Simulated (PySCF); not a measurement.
B(F)2(iPr) (C3H7BF2), SMILES CC(C)B(F)F.

The structure is a stationary point at PBE0-D3(BJ)/def2-SVP. The values are those of a single conformer.

Two levels are set side by side: PBE/def2-TZVP (PySCF) and M06-2X/def2-TZVP (PySCF). Same geometry, gas phase. Differences are taken from unrounded values.

| quantity | M06-2X | PBE | PBE minus M06-2X |
|---|---|---|---|
| orbital gap (eV) | 11.16 | 6.63 | -4.53 |
| highest occupied level (eV) | -10.28 | -7.47 | 2.81 |
| lowest empty level (eV) | 0.88 | -0.84 | -1.72 |
| dipole moment (D) | 1.68 | 1.50 | -0.18 |
| mean polarisability (bohr³) | 49.0 | 51.8 | 2.8 |

PBE's occupied levels lie high since its potential decays too fast outside the molecule; exact exchange lowers them and widens the gap. PBE's more diffuse valence density responds more strongly to a field. Differences between two approximate levels are no errors against the true value.

Rough cost on one machine, each run with all the roots and properties that it gave: M06-2X against PBE about 4 times.
